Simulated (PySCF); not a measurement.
# Pd⁺: excitation energy

Pd⁺ [Kr] 4d9 (2D) → Pd⁺ [Kr] 4d8 5s1 (4F), as a difference of total energies. Calculation: PySCF 2.14, in x2c-QZVPPall with one added diffuse shell each of s, p, d, f, g type (14s9p8d5f3g, 143 functions); scalar relativity by spin-free X2C-1e. The calculations carry no spin-orbit coupling.

Task: Order these methods by the excitation energy they give, lowest first.
A. UHF
B. r2SCAN0
C. M06
D. B97-3

Result: A (2.344 eV), B (2.847 eV), D (3.406 eV), C (3.520 eV).

For comparison: 3.194 eV (measured; NIST levels, between the centres of gravity of the two terms).
